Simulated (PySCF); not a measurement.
# Adding and removing an electron: KCd

PBE0; K def2-SVP, Cd def2-SVP with ECP28; scalar-relativistic core potentials (PySCF 2.14). Neutral (UKS): doublet (σ ↑), Re = 4.006 Å, ωe = 44.3 cm⁻¹, De = 0.09 eV, HOMO -2.95 eV, LUMO -1.38 eV.

KCd⁺ (UKS): singlet (closed shell), Re = 3.684 Å, ωe = 67.8 cm⁻¹, De = 0.24 eV to K⁺ + Cd. The energies at the minima are -767.39924 hartree for KCd and -767.24442 for KCd⁺.

Task: Work out the adiabatic ionisation energy, without and with harmonic zero-point energies (1 hartree = 27.2114 eV, 1 eV = 8065.5 cm⁻¹), and the change of the bond length.

Result: At PBE0: 0.15482 hartree = 4.213 eV between the minima; the zero-point term (67.8 − 44.3)/2 cm⁻¹ = +0.001 eV makes it 4.214 eV. Re changes by -32.2 pm against the neutral. The electron leaves a σ orbital, and the shorter bond of the ion fits an antibonding orbital, or a change in how ionic the bond is.

Closed-shell solutions of metal pairs were not tested for spin polarisation, which can lower them a little. Weak bonds: KCd, KCd⁺. Basis-set superposition, not corrected here, can be much of De in a small basis, most of all at correlated wavefunction levels. For an ion De counts to the pair picked by the measured ionisation energies or electron affinities, which need not be the lowest pair at this level. States were picked by a PBE0 search and need not be the measured ground states.
